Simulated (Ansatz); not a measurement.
`[OH][Ta](=[S])([Cl])[Cl]` and `[NH2][Ta]([OH])(=[S])[Cl]` differ in one atom or group.

Ansatz, PBE0-D4/def2-TZVP geometries, multiplicity 1. Each molecule was computed in one conformer, which needn't be the lowest.

Elements past krypton have def2 core potentials.

| property | `[OH][Ta](=[S])([Cl])[Cl]` |
| --- | --- |
| LUMO energy (PBE0/def2-TZVPP) / eV | -2.37 |
| LUMO energy (B3LYP/def2-TZVPP) / eV | -2.53 |
| size of the dipole moment (ωB97M-V/def2-TZVPP) / D | 2.37 |
| LUMO energy (ωB97M-V/def2-TZVPP) / eV | -0.30 |
| size of the dipole moment (PBE/def2-TZVPP) / D | 2.35 |
| LUMO energy (PBE/def2-TZVPP) / eV | -3.10 |

Q: Give the same properties after the change, and the shifts. (Estimate.)

A: Ansatz gave: 
| property | `[NH2][Ta]([OH])(=[S])[Cl]` | shift |
| --- | --- | --- |
| LUMO energy (PBE0/def2-TZVPP) / eV | -1.63 | 0.74 |
| LUMO energy (B3LYP/def2-TZVPP) / eV | -1.81 | 0.72 |
| size of the dipole moment (ωB97M-V/def2-TZVPP) / D | 3.48 | 1.11 |
| LUMO energy (ωB97M-V/def2-TZVPP) / eV | 0.46 | 0.76 |
| size of the dipole moment (PBE/def2-TZVPP) / D | 3.40 | 1.05 |
| LUMO energy (PBE/def2-TZVPP) / eV | -2.42 | 0.68 |

With PBE0 the HOMO rises by 0.41 eV and the LUMO rises by 0.74 eV, so the gap widens by about 0.33 eV. PBE moves the HOMO by 0.39 eV and ωB97M-V by 0.38 eV. The zero-point energy changes by 62.6 kJ/mol with +6 modes. Dipoles are sizes alone; their direction can turn.

B3LYP here is the variant with VWN-RPA as its local correlation; programs differ in this.
